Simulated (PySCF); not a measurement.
## Working out the ionisation energy of Pd

Pd [Kr] 4d10 (1S) → Pd⁺ [Kr] 4d9 (2D). Calculation: PySCF 2.14, in aug-cc-pVTZ-PP with ECP28MDF; a scalar-relativistic core potential. Frozen: 4s2 4p6. Energies in hartree (1 hartree = 27.21139 eV):

```tsv
part	Pd (lower)	Pd⁺ (upper)
UHF	-126.609017	-126.379818
MP2 opposite-spin	-0.248685	-0.189828
MP2 same-spin	-0.134832	-0.104097
```

Question: What does Hartree-Fock give?

Answer: (-126.379818) − (-126.609017) = 0.229199 hartree = 6.237 eV.

Question: What do MP2 and SCS-MP2 (6/5 opposite-spin, 1/3 same-spin) give?

Answer: The opposite-spin parts differ by 1.602 eV and the same-spin parts by 0.836 eV. MP2: 6.237 + (1.602) + (0.836) = 8.675 eV. SCS-MP2: 6.237 + 1.2 × (1.602) + (0.836)/3 = 8.438 eV.

Measured between the centres of the two terms (NIST): 8.512 eV, so MP2 (valence) is off by 0.163 eV.

What remains against the reference includes basis incompleteness, the frozen core and correlation beyond second order.
